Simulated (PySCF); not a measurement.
**How methods differ on the ionisation energy of Cr(11+)**

Cr(11+) [Ne] 3s2 3p1 (2P) → Cr(12+) [Ne] 3s2 (1S), as a difference of total energies. Calculation: PySCF 2.14, in an even-tempered Gaussian basis (17 s from 0.49 bohr⁻², ratio 2.5; 11 p from 0.64 bohr⁻², ratio 2.5; 5 d from 3.8 bohr⁻², ratio 2.7; 4 f from 5.7 bohr⁻², ratio 2.7); the non-relativistic Hamiltonian (point nucleus). Correlated levels: outer shells: 1s2 frozen; virtual orbitals above 40 to 60 times the deepest correlated orbital energy dropped. The calculations carry no spin-orbit coupling.

| method | ionisation energy (eV) |
| --- | --- |
| UHF | 295.69 |
| LDA | 296.90 |
| PBE | 296.95 |
| PBE0 | 296.89 |
| r2SCAN | 296.99 |
| revPBE | 296.92 |
| r2SCAN0 | 296.93 |
| MP2 (outer shells) | 296.22 |
| SCS-MP2 (outer shells) | 296.15 |

Question: How much does correlation contribute at MP2 (outer shells)?

Answer: 296.22 − (295.69) = 0.53 eV, measured against UHF.

A first-order spin-orbit estimate (lowest level to lowest level, LS coupling) adds 0.930 eV.

These non-relativistic numbers lack the scalar-relativistic shift.

For comparison: 296.7 ± 0.6 eV (semi-empirical (NIST evaluation); NIST Atomic Spectra Database, ionization energies).
